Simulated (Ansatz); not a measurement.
CdH2S (SMILES [SH][CdH]) moved off its minimum; all values from Ansatz (a program for electronic structure), cores frozen in correlated methods. Elements past Kr take the def2 small-core potentials, without spin–orbit coupling.
(charge 0, multiplicity 1)
```xyz
4

Cd    -0.4366    -0.2342    -0.4743
H     -1.3763    -0.8287    -1.5395
S      1.1028     0.6496     1.2798
H      1.0452    -0.5050     2.0184
```

Forces at PBE/def2-TZVPP (eV/Å):

```tsv
atom	Fx	Fy	Fz
Cd1	1.918	1.044	2.230
H2	-1.217	-0.708	-1.399
S3	-0.680	-0.659	-0.568
H4	-0.021	0.322	-0.263
```

Give the forces (eV/Å), the total energy and the dipole at CCSD(T)/def2-TZVPPD.


| atom | Fx | Fy | Fz |
|---|---|---|---|
| Cd1 | 1.946 | 1.073 | 2.254 |
| H2 | -1.204 | -0.705 | -1.382 |
| S3 | -0.740 | -0.962 | -0.445 |
| H4 | -0.001 | 0.594 | -0.427 |
Energy -566.2350 hartree, dipole 2.22 D.
